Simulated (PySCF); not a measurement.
Al(F)(Cl)(OMe) (CH3AlClFO), SMILES [Al]([Cl])([F])[O]C.

The structure is a stationary point at B3LYP-D3(BJ)/def2-SVP. The structure was generated by enumeration; whether it is a known compound was not checked. The values are those of a single conformer.

Two levels are set side by side: TDA-PBE/def2-SVPD (PySCF) and TDA-LC-ωPBE/def2-SVPD (PySCF). Vertical, same geometry. The lowest singlet is HOMO→LUMO 100 % with PBE and HOMO→LUMO 81 % with the other functional; states are paired by order. Differences are taken from unrounded values.

```
quantity                               TDA-LC-ωPBE
-------------------------------------  -----------
lowest singlet excitation (eV)                7.12
lowest triplet excitation (TDA) (eV)          6.73
first bright state (f over 0.05) (eV)         8.55
its oscillator strength                       0.14
```

### Question
What does TDA-PBE give, and how far is it from TDA-LC-ωPBE? (The exact figures need the calculation; the answer reports its results.)

### Answer

```csv
quantity,TDA-PBE,TDA-PBE minus TDA-LC-ωPBE
lowest singlet excitation (eV),5.30,-1.83
lowest triplet excitation (TDA) (eV),5.04,-1.69
first bright state (f over 0.05) (eV),6.74,-1.81
its oscillator strength,0.12,-0.02
```

A lower first singlet is the usual sign of a functional without exact exchange. Differences between two approximate levels are no errors against the true value.

Rough cost on one machine, each run with all the roots and properties that it gave: TDA-LC-ωPBE against TDA-PBE about 3 times.
